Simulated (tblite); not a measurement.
C7H8O.
Atom-mapped SMILES: `[CH2:1]=[CH:2][CH2:3][c:4]1[cH:5][cH:6][o:7][cH:8]1` (hydrogens: H9, H10 on C1; H11 on C2; H12, H13 on C3; H14 on C5; H15 on C6; H16 on C8)

Computed with GFN2-xTB (tblite), gas phase: nudged elastic band of 9 images (0 to 8), spring 0.2 eV/Å², climbing image at the end, force threshold 0.05 eV/Å. The top image wasn't refined or checked by frequencies; at this threshold it can lie a kcal/mol or more above the true saddle point of the method.

Path: rotation about C4–C3 (substituted aromatic carbon, benzylic-type carbon), followed by the dihedral C8–C4–C3–C2, from 102° to -105°. Start geometry (image 0):
```
atom  x, y, z in Å
C1     -2.656    0.466   -0.598
C2     -1.739    0.054    0.257
C3     -0.682   -0.964   -0.056
C4      0.676   -0.374    0.144
C5      1.339    0.538   -0.722
C6      2.526    0.829   -0.128
O7      2.646    0.171    1.037
C8      1.523   -0.552    1.197
H9     -3.394    1.204   -0.331
H10    -2.713    0.077   -1.601
H11    -1.698    0.460    1.259
H12    -0.799   -1.823    0.610
H13    -0.790   -1.302   -1.089
H14     0.971    0.915   -1.654
H15     3.339    1.462   -0.420
H16     1.445   -1.151    2.082
```

The first guess turns that dihedral rigidly in even steps and adds one set of random displacements (0.04 Å standard deviation a coordinate) to every inner image. Energies of the images above image 0 (eV) in the early part of the optimisation:

```
iteration      1      2      3      4      5      6      7      8
        0  0.958  0.815  0.746  0.739  0.762  0.778  0.793  0.006
       10  0.051  0.066  0.086  0.107  0.113  0.090  0.062  0.006
       20  0.012  0.022  0.039  0.059  0.066  0.046  0.021  0.006
```

Question: Where does the band end, and how far was the first guess from it?

Answer: Final energies, images 1 to 8: 0.002, 0.012, 0.029, 0.049, 0.056, 0.038, 0.015, 0.006 eV. The highest point drops from 0.96 eV (image 1) to 0.056 eV (image 5), by 0.90 eV. Image 1 ends within 0.002 eV of the nearer end point. Image 5 moved by 0.05 Å rms, its dihedral from -168° to -163°. The end images are fixed. The true force on the top image ends at 0.047 eV/Å, and the largest on any image at 0.05 eV/Å; away from the top, the method drives only the force across the path to zero. The last saved iteration is 40.

The cost below is that of the whole band run. Time: 8.4 s of wall time; peak memory 0.18 GiB. Hardware: one thread, AMD EPYC (x86_64), shared host.
